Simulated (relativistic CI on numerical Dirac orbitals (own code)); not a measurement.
# One change at a time: Er³²⁺

Base calculation: Dirac-Coulomb-Breit CI, separate exchange-only KLI orbitals for each configuration, model QED (radiative potential, 1s self-energy scaled to tabulated hydrogen-like ionisation energies), unscaled Slater integrals.

CI space (outside the closed core [Ar] 3d10): 4s²4p⁶, 4s²4p⁵4d, 4s4p⁶4d, 4s²4p⁵4f, 4s4p⁶4f, 4s²4p⁵5s, 4p⁶4d4f, 4s²4p⁵5p, 4s4p⁶5s, 4s²4p⁵5d, 4s4p⁶5p, 4s²4p⁵5f, 4s²4p⁵5g, 4s4p⁶5d, 4p⁶4f5s, 4s²4p⁵6s, 4s4p⁶5f, 4s²4p⁵6p, 4s4p⁶5g, 4s²4p⁵6d, 4s²4p⁵6f, 4p⁶4d², 4p⁵4d³, 4p⁵4d²4f, 4p⁵4d²5s, 4p⁵4d²5p, 4p⁶4f², 4p⁵4d4f², 4p⁵4f³, 4p⁵4f²5s, 4p⁵4f²5p, 4p⁶4d5s, 4p⁵4d4f5s, 4p⁵4d5s², 4p⁵4d5s5p. Double excitations out of closed p, d and f shells are left out; levels of such configurations are missing from the list, as are those of other unlisted configurations, and high levels can miss mixing partners. These lack a partner that the ground configuration has and come out too high: 4s²4p⁵5d, 4s²4p⁵5f, 4s²4p⁵5g, 4s²4p⁵6s, 4s²4p⁵6p.

Variants: (1) non-relativistic limit. Shifts of the energy above 4s²4p⁶ ¹S0, in cm⁻¹, for the lowest level and the first level of each name with at least 55 % of one term (blank where a level changes its place among those of its configuration and J or its character, or is not in the variant):

| Level | Base | Δ(1) |
| --- | --- | --- |
| 4s²4p⁶ ¹S0 | 0 | 0 |
| 4s²4p⁵4d ³P°0 | 1029122 | -32560 |
| 4s²4p⁵4d ³P°1 | 1058329 | -61767 |
| 4s²4p⁵4d ³F°3 | 1082777 | -60326 |
| 4s²4p⁵4d ³F°4 | 1153091 | -130640 |
| 4s²4p⁵4d ³D°3 | 1212302 | -131389 |
| 4s²4p⁵4d ³F°2 | 1535192 |  |
| 4s²4p⁵4d ¹P°1 | 1714354 | -372742 |
| 4s4p⁶4d ³D1 | 2258415 | -535250 |
| 4s4p⁶4d ³D2 | 2289669 | -566504 |
| 4s4p⁶4d ³D3 | 2365461 | -642296 |
| 4s4p⁶4d ¹D2 | 2458572 | -641279 |
| 4s²4p⁵4f ³G4 | 2500027 | -147101 |
| 4s²4p⁵4f ³G5 | 2504254 | -151329 |

At this charge energies of transitions that change n are usually good to better than 1 %, and those within a shell (Δn = 0) to a few per cent.

Ionisation energy from the two ground configurations alone: base 1370.03 eV. The NIST ASD value (theoretical) is 1370 eV.

LS names give the leading component of a level, which can be under half, so a name can repeat, a term be missing and a line seem to break the LS rules.
